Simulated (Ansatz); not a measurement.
CH8N2Si2 (`N[SiH2]N1C[SiH2]1`). Charge 0, multiplicity 1.

Cartesian coordinates in Å:
```
N 0.519 0.106 2.399
Si -0.619 0.381 1.152
N -0.196 -0.212 -0.396
C 0.853 0.231 -1.357
Si -0.554 -0.775 -1.957
H 1.205 0.803 2.633
H 0.818 -0.818 2.662
H -0.772 1.863 1.124
H -1.901 -0.300 1.468
H 1.839 -0.205 -1.202
H 0.888 1.302 -1.564
H -0.425 -2.225 -2.232
H -1.654 -0.151 -2.728
```

(1) List the harmonic frequencies (cm⁻¹, unscaled) at PBE0-D4/def2-TZVP in Ansatz. (Best estimate.)

(2) Is this a minimum?

(3) Give the ideal-gas thermochemistry at 298.15 K and 1 bar (rigid rotor, harmonic oscillator; point group C1, symmetry number 1).

(4) Rotational constants (cm⁻¹)?

## Answers

(1) Computed: 28, 73, 147, 205, 273, 340, 499, 505, 570, 640, 676, 740, 780, 816, 852, 862, 894, 924, 940, 989, 1084, 1106, 1221, 1468, 1581, 2198, 2224, 2243, 2254, 3074, 3149, 3617, 3714.

(2) Yes, all 33 modes are real.

(3) Zero-point energy 243.4 kJ/mol; H(298) − E = 267.0 kJ/mol; entropy 371.9 J/(mol·K), of which translation 166.8, rotation 113.8, vibration 91.4; G(298) − E = 156.1 kJ/mol. Modes under 100 cm⁻¹ are hindered rotations or soft bends, so the harmonic entropy is rough.

(4) 0.2767, 0.05332, 0.04954.
